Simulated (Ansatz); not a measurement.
The same path of CH₅Ga (7 atoms, charge 0, multiplicity 1) was run twice with different band settings. Lost on the way: Ga1–H2, Ga1–H3. Made: H2–H3.

Computed with RKS PBE0/def2-SVP in Ansatz 0.2.0.

Relaxed end points:

```xyz
7
Properties=species:S:1:pos:R:3
Ga 0.230 0.001 0.119
H 0.214 -0.001 1.695
H 1.618 -0.002 -0.628
C -1.472 0.003 -0.869
H -2.043 -0.908 -0.625
H -2.093 0.857 -0.552
H -1.336 0.049 -1.959
```

```xyz
7
Properties=species:S:1:pos:R:3
Ga 0.408 0.070 -1.736
H 0.591 -0.046 1.480
H 1.328 -0.026 1.286
C -1.515 0.009 -1.058
H -1.718 -0.907 -0.474
H -1.753 0.874 -0.412
H -2.224 0.025 -1.906
```

Common settings: movable images 7; climbing image yes; spring 5.0 eV/Å²; optimiser quadratic models (default); force threshold 0.03 eV/Å; iteration limit 60; end points relaxed.

| run | start path |
| --- | --- |
| 1 | through a guess of the saddle point |
| 2 | straight line |

Problem. What does each run give, and how far can it be trusted?

Solution. Run 1: converged after 13 iterations, highest image 2.581 eV above the first end. Neighbouring images differ by up to 1.3 eV, so the band resolves the path poorly. A vibrational analysis at the climbing image gives one clearly imaginary mode, 1279i cm⁻¹: a first-order saddle point.
Run 2: converged after 10 iterations, highest image 2.581 eV above the first end. Another band between the same ends (7 images) ends at a top of the same energy, where a vibrational analysis finds 1 clearly imaginary mode.
The orbitals stay closed-shell, which can raise the energy where a bond breaks towards radicals; this wasn't checked here.
